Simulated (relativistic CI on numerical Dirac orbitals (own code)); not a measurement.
Hyperfine structure of Yb LXVI, mass number 171

Computed by Dirac-Coulomb-Breit CI, KLI orbitals optimised for each configuration, model QED, unscaled Slater integrals (own radial code, finite nucleus).

Configuration list (outside the closed core 1s2): 2s²2p, 2s2p², 2p³, 2p²3s, 2p²3p, 2p²3d, 2s²3s, 2s²3p, 2s²3d, 2s2p3s, 2s2p3p, 2s2p3d, 2s²4s, 2s²4p, 2s²4d, 2s²4f. Levels of other configurations are missing.

Nuclear spin I = 1/2, μ = 0.4923 μN (tables of Stone and Pyykkö). The electronic factors are computed for point nuclear moments, without core polarisation or the Bohr-Weisskopf and QED corrections.

| Level | E (eV) | A (GHz) |
| --- | --- | --- |
| 2s²2p ²P°1/2 | 0.00 | 5925 |
| 2s2p² ⁴P1/2 | 247.15 | 18200 |
| 2s²2p ²P°3/2 | 1136.88 | 714.9 |
| 2s2p² ⁴P3/2 | 1309.89 | 4436 |
| 2s2p² ²D5/2 | 1349.68 | 5268 |
| 2s2p² ²P1/2 | 1417.59 | -6748 |
| 2s2p² ²D3/2 | 1419.73 | 10.95 |
| 2s2p² ⁴P5/2 | 2464.97 | 4255 |

Levels with J = 0, under 50 % of one LS term, or S terms without an open s electron are left out. Small factors come from cancelling terms and can be off by tens of per cent or more.

At this charge energies of transitions that change n are usually good to better than 1 %, and those within a shell (Δn = 0) to a few per cent.

Q: Give the hyperfine levels of 2s²2p ²P°1/2 relative to its centre of gravity.

A: With K = F(F + 1) − I(I + 1) − J(J + 1), E = AK/2: F = 0: -4444, F = 1: 1481 GHz.

LS names give the leading component of a level, which can be under half, so a name can repeat, a term be missing and a line seem to break the LS rules.
